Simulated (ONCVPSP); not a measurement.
Pseudopotential generation for As (Z = 33): ONCV, PBE, scalar-relativistic.

| Quantity | Value |
| --- | --- |
| Element | As |
| Generator | ONCVPSP 4.0.1 |
| Type | optimised norm-conserving Vanderbilt (ONCV) |
| Functional | PBE |
| Relativity | scalar-relativistic |
| Frozen core | [Ar] |
| Valence charge | 15 |
| Reference configuration | 3d10 4s2 4p3 |
| Partial waves | 4s: rc 1.75 bohr, ncon 3, nbas 7, qcut 4 1/bohr, 2 projectors, debl 0.6 Ha; 4p: rc 1.65 bohr, ncon 4, nbas 8, qcut 4 1/bohr, 2 projectors, debl 2.5 Ha; 3d: rc 0.65 bohr, ncon 4, nbas 9, qcut 28.3 1/bohr, 2 projectors, debl 1.6 Ha |
| Local potential | polynomial inside 0.45 bohr (lpopt 5, dvloc0 -1 Ha) |
| Core correction | none |

All-electron outer shells of the reference configuration (PBE, scalar-relativistic, ld1.x):

```csv
shell,level (eV),outermost node (bohr),outermost maximum (bohr)
3s,-190.31,0.25,0.52
3p,-133.68,0.22,0.52
3d,-40.65,–,0.47
4s,-14.49,0.73,1.61
4p,-5.19,0.78,2.00
```

Results:

| Item | Value |
| --- | --- |
| Cutoffs needed | 264 Ha and 303 Ha (the cutoffs (Ha) at which the residual kinetic energy of the hardest occupied pseudo-wave falls to 1 and 0.1 mHa per electron) |
| Ghost test | ghosts flagged at negative energy: s at -749.9 eV, p at -156.4 eV; GHOST(+) flagged for s at 111.6 eV; a true bound ghost makes a file unfit for plane-wave use |
| Largest excitation error | -21 meV (all-electron minus pseudo) for 3d10 4s0 4p5, out of 4 test configurations |

Generation and tests took about 5.1 s on one core of a shared server CPU.
